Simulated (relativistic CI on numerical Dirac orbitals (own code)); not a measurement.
**Pd³⁺ (4d7) in a crystal field**

Calculated by Dirac-Coulomb-Breit CI, separate exchange-only KLI orbitals for each configuration, model QED, valence Slater integrals scaled by 0.8, one configuration in a parametric crystal field (own radial code).

Field parameters in Wybourne normalisation: D3d B²₀ = −7Dσ, B⁴₀ = −14Dq − 21Dτ, B⁴₃ = −14√(10/7) Dq. The field is a parameter set, without covalency.

S is read from ⟨S²⟩ = S(S + 1).

Powder χT (cm³ K mol⁻¹) by Van Vleck's formula, with temperature-independent terms:

```
                                        Field   2 K   5 K  10 K  20 K  50 K  100 K  200 K  300 K
D3d, 10Dq = 15500, Dσ = -1200, Dτ = -180 cm⁻¹  1.31  1.33  1.36  1.43  1.64   1.93   2.22   2.34
 D3d, 10Dq = 15500, Dσ = -980, Dτ = -180 cm⁻¹  1.28  1.31  1.34  1.42  1.65   1.96   2.25   2.37
 D3d, 10Dq = 15500, Dσ = -760, Dτ = -180 cm⁻¹  1.25  1.28  1.32  1.41  1.68   2.01   2.29   2.41
 D3d, 10Dq = 15500, Dσ = -550, Dτ = -180 cm⁻¹  1.21  1.24   1.3  1.41  1.72   2.06   2.32   2.44
 D3d, 10Dq = 15500, Dσ = -330, Dτ = -180 cm⁻¹  1.15  1.19  1.27  1.42  1.81   2.14   2.37   2.48
 D3d, 10Dq = 15500, Dσ = -110, Dτ = -180 cm⁻¹  1.08  1.15  1.27  1.51  1.96   2.22   2.41   2.52
  D3d, 10Dq = 15500, Dσ = 110, Dτ = -180 cm⁻¹  1.06   1.3  1.64  1.94  2.17    2.3   2.45   2.55
  D3d, 10Dq = 15500, Dσ = 330, Dτ = -180 cm⁻¹  1.93  2.08  2.26  2.35  2.32   2.35   2.47   2.56
```

For D3d, 10Dq = 15500, Dσ = 110, Dτ = -180 cm⁻¹: what effective moment follows at 300 K?

μ_eff = √(8χT) = 4.52 μB. The ground level has S = 1.28; the spin-only moment for S = 3/2 is 3.88 μB. The difference comes from the orbital moment, spin-orbit mixing of terms and temperature-independent paramagnetism, all larger in this ionic model than in covalent complexes.
